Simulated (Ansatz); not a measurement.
Two isomers of C2H6SSi: A = `C[SiH]1CS1`, B = `S[SiH]1CC1`.

Program: Ansatz. Geometries: PBE0-D4/def2-TZVP. ΔE: electronic, gas phase. CBS: MP2 limit from def2 TZ/QZ plus the TZ coupled-cluster correction, frozen cores. Functionals use def2-TZVPP. B3LYP here is the variant with VWN-RPA as its local correlation; programs differ in this. Each species was taken in one conformer, which may not be the lowest.

Problem. Which is lower in electronic energy at CCSD(T)/CBS, and by how much? (Estimate.)

Solution. The calculation gave: A, by 63.6 kJ/mol.

Problem. Give E(B) − E(A) in kJ/mol with B3LYP, ωB97M-V, B2PLYP, CCSD/def2-TZVPP, PBE-D4, MP2/def2-TZVPP, HF/def2-TZVPP. (An estimate is asked.)

Solution. The calculation gave: B3LYP 60.8, ωB97M-V 60.8, B2PLYP 63.0, CCSD/def2-TZVPP 60.0, PBE-D4 59.4, MP2/def2-TZVPP 64.5, HF/def2-TZVPP 64.2. None reverses the order clearly.

Problem. Does the order hold for the free energy at 298.15 K (harmonic terms from PBE0-D4)? (Estimate.)

Solution. Ansatz gave: Yes: G(B) − G(A) = +57.6 kJ/mol, for one conformer each.

Largest T1 diagnostic: 0.011.

Leaving LDA and LC-ωPBE aside and taking each functional with its dispersion term where it has one, the values, not all of them listed here, spread over 3.9 kJ/mol, from CAM-B3LYP-D4 to B97M-V. LDA lies −5.3 kJ/mol from PBE without D4. At CCSD(T), def2-SVP lies −14.0 kJ/mol from the extrapolated value and def2-TZVPP −2.6 kJ/mol.
